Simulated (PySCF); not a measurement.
BCl4 (charge -1).
InChI=1S/BCl4/c2-1(3,4)5/q-1

Method used: PBE0-D3(BJ)/def2-TZVP geometry optimisation, gas phase (PySCF).

Masses are those of the commonest isotopes; rigid-rotor values at the optimised geometry. 

Q: What are A, B and C (cm⁻¹)?

A: Ia = 322.69, Ib = 322.72, Ic = 322.86 u·Å²; 505379 MHz·u·Å²/I gives 1566, 1566 and 1565 MHz, that is A = 0.05224, B = 0.05224, C = 0.05221 cm⁻¹.

Q: What kind of rotor is it?

A: A spherical top, as the point group Td requires three equal moments; the computed ones differ by 0.05 % because the geometry is symmetric only within the optimiser's tolerance.

The point group Td allows no dipole (computed: 0.00 D (about the centre of mass, as the species is charged)), so a rigid rotor has no electric-dipole lines.

Q: Estimate the classical rotational partition function at 10 K, 100 K and 298.15 K.

A: Point group Td, symmetry number σ = 12; q = (√π/σ)·√((kT/h)³/(ABC)), k/h = 20836.6 MHz/K: 227 at 10 K, 7170 at 100 K, 36900 at 298.15 K.

No frequency check. Isolated species at its PBE0-D3(BJ)/def2-TZVP geometry, gas phase. Constants of a rigid frame at the computed geometry: no zero-point averaging, no centrifugal distortion.

On Arm Neoverse V2, one thread, on a shared host, this took 41 s and 0.68 GiB of memory at its peak. This is the geometry optimisation.
